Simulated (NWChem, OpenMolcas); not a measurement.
How basis sets differ on C2H5ClSi (SMILES ClC1C[SiH2]1)

The species is C2H5ClSi (9 atoms), meant as a singlet with charge 0. As SMILES, `ClC1C[SiH2]1`. The shape is that of a PBE0-D4/def2-TZVP optimisation.

Quantity: the HOMO–LUMO gap, in eV. The values are calculated.

```tsv
level	kind	program	value (eV)
HF/ANO-R0 (sfX2C)	Hartree–Fock	OpenMolcas	13.81
HF/STO-3G	Hartree–Fock	OpenMolcas	17.40
HF/3-21G	Hartree–Fock	NWChem	13.26
HF/ANO-L-VDZP (RICD fitting)	Hartree–Fock	OpenMolcas	12.15
HF/def2-SVP	Hartree–Fock	OpenMolcas	13.20
```

The values span 12.15 to 17.40 eV. A Hartree–Fock LUMO above zero doesn't converge with the basis: it sinks as sets grow more diffuse. Orbital gaps aren't excitation energies.
